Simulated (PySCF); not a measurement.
Ligands exchanged one at a time, Ga F-NH2. All species are isolated molecules in the gas phase. One relaxed conformer stands for each flexible species; it need not be the lowest. Strings in code marks are SMILES.

Calculation: PBE0-D4/def2-TZVP run with PySCF. All candidates: neutral, multiplicity 1. Delta-SCF ions had no search for a lower state. Excitations are Tamm–Dancoff values on a coarser integration grid. The basis has no diffuse functions, so Rydberg states are missing or too high.

```
Quantity                                  Result
--------------------------------------  --------
vertical ionisation energy (Delta-SCF)   8.78 eV
S1 excitation (TDA)                      5.59 eV
HOMO                                    -6.72 eV
```

Problem. Identify which member has these values.
A) `[NH2][Ga]([F])[F]`
B) `[NH2][Ga]([NH2])[F]`
C) `[F][Ga]([F])[F]`
D) `[NH2][Ga]([NH2])[NH2]`

Solution. D, `[NH2][Ga]([NH2])[NH2]`. The others give `[NH2][Ga]([F])[F]`: 10.83 eV, 5.69 eV, -8.33 eV; `[NH2][Ga]([NH2])[F]`: 9.46 eV, 5.58 eV, -7.31 eV; `[F][Ga]([F])[F]`: 14.36 eV, 7.55 eV, -11.77 eV
